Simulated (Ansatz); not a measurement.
Program: Ansatz. Geometries: PBE0-D4/def2-TZVP. ΔE: electronic, gas phase. CBS: MP2 limit from def2 TZ/QZ plus the TZ coupled-cluster correction, frozen cores. Double bonds are as drawn, so ΔE can hold a change between cis and trans. Functionals use def2-TZVPP. One conformer a species, not always the lowest.

`CO/C=C/[SiH3]` + `N=C(N)Cl` → `C/N=C(/N)Cl` + `O/C=C/[SiH3]`  (substitution at a C–O bond)

`CO/C=C/[SiH3]`:

```xyz
13

C    -0.850   -2.047   -0.701
O    -1.585   -0.932   -0.247
C    -0.884    0.153    0.110
C     0.442    0.328    0.094
Si    1.189    1.924    0.635
H    -1.579   -2.819   -0.941
H    -0.271   -1.797   -1.596
H    -0.170   -2.412    0.076
H    -1.564    0.934    0.438
H     1.085   -0.480   -0.242
H     2.112    1.738    1.789
H     0.097    2.851    1.039
H     1.980    2.560   -0.454
```

`N=C(N)Cl`:

Z-matrix (Å, degrees):
```
C
N 1 1.356
Cl 1 1.771 2 111.0
N 1 1.253 2 124.6 3 178.2
H 2 1.003 1 118.7 3 20.8
H 2 1.007 1 115.5 3 169.3
H 4 1.011 1 113.3 2 -176.3
```

`C/N=C(/N)Cl`:

Z-matrix (Å, degrees):
```
C
N 1 1.431
H 1 1.093 2 109.4
H 1 1.095 2 113.4 3 -121.6
H 1 1.094 2 109.4 3 116.9
C 2 1.245 1 124.4 3 123.4
Cl 6 1.783 2 125.1 1 -2.3
N 6 1.363 2 124.6 1 175.2
H 8 1.007 6 114.3 2 14.7
H 8 1.004 6 117.3 2 156.8
```

`O/C=C/[SiH3]`:

Cartesian coordinates in Å:
```
O -0.262 2.059 1.383
C -0.166 1.172 0.377
C 0.042 -0.143 0.476
Si 0.147 -1.221 -1.016
H -0.156 1.600 2.223
H -0.283 1.673 -0.580
H 0.150 -0.576 1.471
H 1.463 -1.912 -1.103
H -0.033 -0.373 -2.225
H -0.902 -2.278 -1.006
```

```json
{"species": "`CO/C=C/[SiH3]`", "BHLYP-D4 energy (Eh)": "-483.79605"}
{"species": "`N=C(N)Cl`", "BHLYP-D4 energy (Eh)": "-609.60471"}
{"species": "`C/N=C(/N)Cl`", "BHLYP-D4 energy (Eh)": "-648.90064"}
{"species": "`O/C=C/[SiH3]`", "BHLYP-D4 energy (Eh)": "-444.50444"}
```

(1) Work out ΔE.

Largest T1 diagnostic among the species: 0.013.

## Answers

(1) ΔE = (-648.90064) + (-444.50444) − (-483.79605) − (-609.60471) = -0.00432 Eh = -11.3 kJ/mol. CCSD(T)/CBS gives -14.5 kJ/mol.

In def2-TZVPP, CCSD(T) changes the Hartree–Fock value by −6.4 kJ/mol (the triples alone add −0.8 kJ/mol) and MP2 by −10.2 kJ/mol. Leaving LDA and LC-ωPBE aside and taking each functional with its dispersion term where it has one, the values, not all of them listed here, spread over 6.3 kJ/mol, from PBE-D4 to BHLYP-D4.
